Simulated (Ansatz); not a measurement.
Input for Ansatz (a quantum-chemistry and plane-wave program): R-BLYP/def2-TZVPP on CH5GaO (SMILES [CH3][GaH][OH]), a point of a torsion scan.

Ansatz 0.2 input:
```yaml
crystal:
  periodic: [false, false, false]
  atoms:
    - {symbol: C, position_ang: [-1.26835770, -0.25770989, 0.01528534]}
    - {symbol: Ga, position_ang: [0.47814837, 0.62699170, 0.55665236]}
    - {symbol: O, position_ang: [0.55105365, 2.26101703, 1.03008316]}
    - {symbol: H, position_ang: [-1.22991927, -0.63313904, -1.00735726]}
    - {symbol: H, position_ang: [-2.06088851, 0.49088557, 0.08723507]}
    - {symbol: H, position_ang: [-1.51472212, -1.09536584, 0.66804188]}
    - {symbol: H, position_ang: [1.92366644, 0.07944741, 0.64304605]}
    - {symbol: H, position_ang: [0.28458535, 3.14939615, 1.23703854]}
basis:
  gaussian:
    orbitals: def2-TZVPP
hamiltonian:
  xc: {name: BLYP}
scf: {lower_state_search: off}
```

Program output:

```
WARN ansatz: RAYON_NUM_THREADS=1 ignored (pool sized by the plan → 1); use --threads N
Functional definition: BLYP
these checks for a lower state are left out or cut short: stability, starts, cluster_reference, orbital_swaps, neighbouring_geometries, increment
integrals: 0.08 GiB planned
994 factors; their error is unknown
mean field: 0.62 GiB planned
mean field evaluation 1: about -55527.1771 eV, gradient 1.0e2 eV
mean field evaluation 2: about -55437.3193 eV, gradient 2.1e2 eV
mean field evaluation 4: about -55545.0912 eV, gradient 2.3e1 eV
mean field evaluation 8: about -55546.1940 eV, gradient 1.4e-1 eV
mean field evaluation 16: about -55546.1780 eV, gradient 3.6e-4 eV
mean field -55546.17796781 eV, -2041.2843897654 hartree, gradient 3.7e-6 eV, S^2 0.000000; 0 other end points of the search recorded, 0 dependent functions left out
reference -55546.17831086 eV, -2041.2844023721 hartree; 25, 25 occupied and 155, 155 virtual orbitals, 994 factors
Total energy: -55546.17831086 eV, -2041.2844023721 hartree
Checks for a lower state left out: stability, starts, cluster_reference, orbital_swaps, neighbouring_geometries, increment
```

Self-consistency was reached.

Cost: roughly 3 core-seconds.
